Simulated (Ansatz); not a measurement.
CH₅FOSSi₂ (`F[SiH]([SiH3])OC=S`), relaxed with RKS PBE0-D4/def2-TZVP in the Gaussian-basis code of Ansatz from a PBE-D4/def2-SVP geometry. The force threshold is 0.005 eV/Å; the program also tests the step.

Charge 0, multiplicity 1.

Start:

```xyz
11

F     2.077   -0.485   -0.326
Si    0.501   -0.938   -0.277
Si   -0.372   -0.405    1.838
O    -0.338   -0.040   -1.469
C    -0.162    1.261   -1.784
S    -1.171    2.108   -2.737
H     0.381   -2.357   -0.736
H    -0.219    1.077    2.047
H     0.372   -1.151    2.910
H    -1.828   -0.776    1.875
H     0.757    1.707   -1.340
```

| step | energy (eV) | largest force (eV/Å) | largest move (Å) |
| --- | --- | --- | --- |
| 1 | -32462.0016 | 1.099 | 0.000 |
| 2 | -32462.0692 | 0.784 | 0.030 |
| 3 | -32462.0890 | 0.151 | 0.032 |
| 4 (rejected) | -32462.0780 | 0.556 | 0.049 |
| 5 | -32462.0925 | 0.030 | 0.025 |
| 6 | -32462.0928 | 0.032 | 0.010 |
| 7 | -32462.0930 | 0.017 | 0.016 |
| 8 | -32462.0930 | 0.003 | 0.005 |
| 9 | -32462.0930 | 0.007 | 0.007 |
| 10 | -32462.0931 | 0.015 | 0.015 |
| 11 | -32462.0931 | 0.020 | 0.035 |
| 14 | -32462.0932 | 0.018 | 0.006 |
| 17 | -32462.0934 | 0.038 | 0.034 |
| 20 | -32462.0938 | 0.072 | 0.078 |
| 23 | -32462.0943 | 0.030 | 0.036 |
| 26 (rejected) | -32462.0944 | 0.143 | 0.095 |
| 29 | -32462.0949 | 0.030 | 0.024 |
| 32 | -32462.0955 | 0.041 | 0.055 |
| 35 (rejected) | -32462.0945 | 0.185 | 0.109 |
| 38 | -32462.0961 | 0.065 | 0.042 |
| 41 (rejected) | -32462.0964 | 0.097 | 0.073 |
| 44 (rejected) | -32462.0968 | 0.072 | 0.075 |
| 47 | -32462.0971 | 0.027 | 0.010 |
| 50 | -32462.0972 | 0.018 | 0.013 |
| 53 | -32462.0972 | 0.004 | 0.002 |

End:

```xyz
11

F     2.159   -0.710   -0.353
Si    0.584   -0.966   -0.347
Si   -0.279   -0.297    1.730
O    -0.078   -0.097   -1.609
C    -0.327    1.213   -1.626
S    -0.935    2.002   -2.882
H     0.343   -2.374   -0.721
H     0.071    1.121    2.004
H     0.299   -1.167    2.786
H    -1.757   -0.450    1.706
H    -0.080    1.725   -0.689
```

It took 4.7 min on 4 threads of an Arm Neoverse V1 on a shared host, with 0.77 GiB of host memory at the peak.
